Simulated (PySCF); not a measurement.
Question: What does the PBE0-D3(BJ)/def2-SVP structure of TeMe2, `C[Te]C` look like in three dimensions?

Answer: 
```
atom  x, y, z in Å
Te1    0.0080   -0.0222   -1.4675
C2     1.5849   -0.0348   -0.0027
H3     1.5064   -0.9321    0.6242
H4     1.5293    0.8717    0.6134
H5     2.5408   -0.0508   -0.5432
C6    -1.5556    0.0197    0.0102
H7    -1.4750    0.9329    0.6133
H8    -1.4900   -0.8710    0.6481
H9    -2.5161    0.0172   -0.5215
```

Any rigid rotation of these coordinates is as good. Atoms count from 1 in this order. Te1 (tellurium bonded to 2 C) is bent (angle 93.7°).

Bonds between heavy atoms (Å): Te1–C2 2.152, Te1–C6 2.152.

Level of theory: PBE0-D3(BJ)/def2-SVP geometry optimisation, gas phase, def2 core potentials past Kr (PySCF).

Point group: C2v (tolerance 0.08 Å). PBE0-D3(BJ)/def2-SVP frequencies: not computed here.

Hardware: 4 threads of an Intel Xeon Platinum 8488C (shared host). Cost: 7.3 s wall, 55 s CPU, 0.38 GiB resident at most. That covers the optimisation of the geometry.
